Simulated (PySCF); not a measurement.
**Radial density of Zn²⁺ (zinc, charge +2)**

UHF, [Ar] 3d10, closed-shell 1S. Computed with PySCF 2.14 in aug-cc-pVDZ-DK (7s6p4d2f, 59 functions), with the spin-free X2C one-electron Hamiltonian (Gaussian nucleus).

| r (bohr) | 4πr²ρ (e/bohr) |
| --- | --- |
| 0.000893 | 0.2895 |
| 0.00150 | 0.7202 |
| 0.00253 | 1.753 |
| 0.00425 | 4.115 |
| 0.00715 | 9.099 |
| 0.0120 | 18.09 |
| 0.0202 | 29.92 |
| 0.0340 | 36.69 |
| 0.0572 | 31.39 |
| 0.0963 | 31.72 |
| 0.162 | 42.05 |
| 0.272 | 24.94 |
| 0.458 | 22.26 |
| 0.771 | 20.04 |
| 1.30 | 5.037 |
| 2.18 | 0.4743 |
| 3.67 | 0.01103 |

Densities and radii are taken from the X2C orbitals without a picture-change correction, which distorts them close to the nucleus.
